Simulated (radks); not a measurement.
Problem. These are the eigenvalues of the occupied orbitals of an atom or ion with whole-number occupations (eV). Calculated with a radial shooting solver on a logarithmic mesh with Libxc functionals: scalar-relativistic Kohn-Sham, PBE, spin-polarised, spherical densities, point nucleus.

| orbital | eigenvalue |
|---|---|
| 1s down | -6465.818 |
| 1s up | -6465.800 |
| 2s up | -781.3358 |
| 2s down | -779.3745 |
| 2p up | -667.3284 |
| 2p down | -665.8387 |
| 3s up | -123.5661 |
| 3s down | -118.8074 |
| 3p up | -92.0031 |
| 3p down | -87.3347 |
| 3d up | -42.8449 |

Which element is it, and in what charge state? The configuration may be excited. Open shells, if any, are filled with parallel spins first.

Solution. Z = 25, manganese, charge +3: Mn3+ in [Ar] 3d4. The list shows which subshells hold electrons but not how many an open one holds; the 1s level, -237.61 hartree, gives Z - s = 21.8 by -(Z - s)^2/2, which with screening and relativity narrows Z to a few neighbours, and the depths of the outer levels then fix element, charge and occupations together.
